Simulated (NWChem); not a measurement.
System: BHOIF; SMILES OB(F)I

The following NWChem deck was run.

```
start job
memory heap 200 mb stack 900 mb global 1100 mb
geometry units angstroms noautosym nocenter noautoz
  B      0.043458    -1.306237     0.000000
  F     -1.091397    -1.990373     0.000000
  I     -0.033472     0.825092     0.000000
  O      1.231196    -1.921466     0.000000
  H      1.152701    -2.884525     0.000000
end
basis spherical
  * library sto-3g
end
dft
  xc b3lyp
  iterations 150
end
property
  response 1 0.0773
end
task dft property
```

STO-3G and 3-21G are far too small for this property and stand as cheap habits. The geometry was optimised at PBE0/def2-SVP (def2 core potentials past Kr). B3LYP is NWChem's, with the RPA form of VWN correlation.

Field at 589 nm.

**Question.** Predict the main results of this run. (B3LYP/STO-3G, non-relativistic.) Quantities: isotropic polarisability (bohr³); anisotropy (bohr³).

**Answer.** The isotropic polarisability (bohr³) is 16.8 and the anisotropy (bohr³) is 27.6.
